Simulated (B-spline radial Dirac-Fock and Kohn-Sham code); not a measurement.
# Two-hole binding energies of Eu¹⁵⁺

System: Eu¹⁵⁺, configuration [Kr] 4d10 4f2.

These are calculated numbers from a B-spline atomic structure program; the model is ΔSCF Dirac-Fock with Breit, self-energy and vacuum polarisation, finite nucleus, configuration average. U is the two-hole binding energy less the two single-hole energies, the effective repulsion of the holes after relaxation. Each two-hole energy is an average over J within one jj subconfiguration.

| holes | E(a) (eV) | E(b) (eV) | E(ab) (eV) | U (eV) |
| --- | --- | --- | --- | --- |
| 1s⁻² | 48853.6 | 48853.6 | 98823.5 | 1116.4 |
| 1s⁻¹ 2p1/2⁻¹ | 48853.6 | 7953.4 | 57144.3 | 337.3 |
| 1s⁻¹ 3p3/2⁻¹ | 48853.6 | 1820.6 | 50778.2 | 104.0 |
| 1s⁻¹ 3d3/2⁻¹ | 48853.6 | 1497.5 | 50451.1 | 100.0 |
| 2s⁻¹ 2p1/2⁻¹ | 8393.6 | 7953.4 | 16533.6 | 186.7 |
| 2s⁻¹ 2p3/2⁻¹ | 8393.6 | 7313.1 | ? | ? |
| 2p3/2⁻² | 7313.1 | 7313.1 | 14838.3 | 212.1 |
| 2s⁻¹ 3p1/2⁻¹ | 8393.6 | 1953.6 | 10441.1 | 93.9 |
| 2s⁻¹ 3d5/2⁻¹ | 8393.6 | 1469.4 | 9959.5 | 96.5 |
| 2p1/2⁻¹ 3p3/2⁻¹ | 7953.4 | 1820.6 | 9867.1 | 93.1 |
| 2p1/2⁻¹ 3d5/2⁻¹ | 7953.4 | 1469.4 | 9521.6 | 98.8 |
| 3p1/2⁻¹ 3p3/2⁻¹ | 1953.6 | 1820.6 | 3844.3 | 70.1 |
| 3d3/2⁻² | 1497.5 | 1497.5 | 3074.1 | 79.0 |
| 4d3/2⁻¹ 4d5/2⁻¹ | 455.9 | 450.1 | 940.9 | 35.0 |

Problem. Give the missing two-hole energy and U.

Solution. E(ab) = 15885.6 eV and U = 178.9 eV.
